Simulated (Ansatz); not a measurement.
ZrO₄H₄⁻, that is Zr(OH)4 with one electron more, relaxed as a doublet with UKS PBE-D4/def2-SVPD in Ansatz, starting from the PBE-D4/def2-SVP geometry of the neutral singlet. Force threshold 0.02 eV/Å.

In the def2 sets Zr takes a core potential; there is no spin–orbit coupling. The highest occupied level of the relaxed charge -1 doublet lies above zero (up to 1.55 eV). By energy differences, losing it releases 0.36 eV (each at its own geometry, to the charge 0 singlet, at PBE0-D4/def2-TZVPD). No other spin state of charge -1 was run.

Start:

```csv
atom,x (Å),y (Å),z (Å)
Zr1,0.000,0.000,0.000
O2,1.252,-1.300,-0.708
H3,1.877,-1.946,-1.054
O4,-1.634,-0.043,-1.042
H5,-2.445,-0.062,-1.563
O6,0.783,1.770,-0.099
H7,1.168,2.653,-0.148
O8,-0.400,-0.427,1.848
H9,-0.600,-0.644,2.766
```

(1) Estimate the energy that the relaxation releases and the steps that it takes.

(2) Does the start keep its bonding?

(3) Predict the relaxed structure.

Results:

(1) 0.32 eV, in 30 steps; 2.1 min on 4 threads of Arm Neoverse V2 on a shared host. The force fell under the threshold at step 3, but the optimiser went on and released 0.316 eV more. No frequencies were taken in this run, so the end may be a saddle point.

(2) By distances, no bond broke or formed. The bond that changes most is Zr1–O8, from 1.94 to 2.02 Å (atoms count from 1).

(3) 
```xyz
9

Zr    0.056    0.020   -0.167
O     1.359   -1.348   -0.836
H     1.667   -2.069   -0.253
O    -1.566   -0.122   -1.330
H    -2.361    0.396   -1.103
O     0.932    1.810   -0.335
H     0.466    2.590    0.028
O     0.016   -0.840    1.665
H    -0.568   -0.438    2.330
```
Bond lengths: 4 × O–Zr 2.00 to 2.02 Å; 4 × H–O 0.97 to 0.98 Å.
